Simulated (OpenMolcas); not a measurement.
Ir3+ among 4 point charges of -2.5 e arranged as a tetrahedron (Td).

```json
{"Program": "OpenMolcas", "Method": "CASSCF", "Basis": "ANO-RCC-VTZP [8s7p5d3f1g]", "Scalar Hamiltonian": "DKH2, point nucleus", "Active space": "6 electrons in 5 orbitals (5d)", "State averaging": "2S+1 = 5 even, 5 roots; 2S+1 = 3 even, 45 roots; 2S+1 = 1 even, 50 roots", "Spin-orbit coupling": "RASSI with atomic mean-field integrals over the reference wave functions"}
```

All point charges move together. At R = 1.9 Å the first state of the same spin is 4006 cm-1, and at R = 2.16 Å it is 2995 cm-1.

Problem. A third run gives 3626 cm-1. What distance was it run at?

Solution. With a power law R^-n the two known points give n = -ln(2995 / 4006) / ln(2.16 / 1.9) = 2.27. Then R = 1.9 × (4006 / 3626)^(1/2.27) = 1.985 Å. The run was at 2.02 Å, so the estimate is off by -0.035 Å.

An orbital doublet at a regular site is open to a Jahn-Teller distortion, which this geometry leaves out. Without dynamic correlation the repulsion within the d shell is too large (B by tens of per cent), so at a given field states of lower spin stand too high. Point charges give a weaker field than real ligands, and real ions of this kind are as a rule low spin; the high spin found here belongs to the model. The ground term spreads over less than 5000 cm-1, several times less than with real ligands, so orbital moments are less quenched and χT lies further from the spin-only value than at real sites. Spin-orbit coupling mixes the spin-free states strongly: the lowest level takes only 67 % from its leading state, 5E (figures for R = 1.9; the like holds for R = 2.02, R = 2.16). This is an electrostatic model: the charges have no orbitals. No measured value stands beside these numbers.
